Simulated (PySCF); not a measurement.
## Core-level binding energies of `[BH2][GeH2][C]#C`

C2H5BGe.
Numbering: `[BH2:1][GeH2:2][C:3]#[CH:4]`

Cartesian coordinates in Å at the PBE0-D3(BJ)/def2-SVP level; atoms count from 1:
```xyz
9
C2H5BGe angstrom
B     -1.5485    1.0164    0.1080
Ge    -0.5160   -0.7549   -0.1309
C      1.3360   -0.3542    0.1014
C      2.5036   -0.0546    0.2668
H     -1.2562    1.9565   -0.5897
H     -2.4294    1.1454    0.9225
H     -0.8783   -1.8688    0.8669
H     -0.6908   -1.3099   -1.5598
H      3.5373    0.2070    0.4083
```

Theory: delta-SCF UKS SCAN, pcX-2 on the ionised atom, pcseg-1 elsewhere, spin-free X2C (PySCF 2.14.0). Each binding energy is the total energy of the core-ionised species, with the hole localised on one atom, minus that of the ground state; both are solved self-consistently, so orbital relaxation is included.

What binding energy does each computed site have?

```json
{"atom(s)": "C4", "environment": "terminal alkyne carbon", "level": "C 1s", "binding energy (eV)": "290.22", "above the level's lowest (eV)": "+0.02", "count": "1"}
{"atom(s)": "C3", "environment": "alkyne carbon", "level": "C 1s", "binding energy (eV)": "290.20", "above the level's lowest (eV)": "0.00", "count": "1"}
```

The 2 C 1s values lie within 0.02 eV of each other; Gaussian lines of 0.5 eV full width would blend them into one maximum.

Which photon energy gives electrons from C 1s of C3 a kinetic energy of 20 eV, and what is their de Broglie wavelength?

hν = 290.20 + 20 = 310.20 eV, recoil neglected; λ = 12.264 Å/√(E/eV) = 2.74 Å.

Not every level is listed. Spin contamination (⟨S²⟩ against 0.75 for a pure doublet) is marked for C 1s of C3 (0.87), which makes this value less certain. No level of boron or germanium is listed. The structure is a single PBE0-D3(BJ)/def2-SVP conformer in the gas phase; no vibrational or solvent corrections.
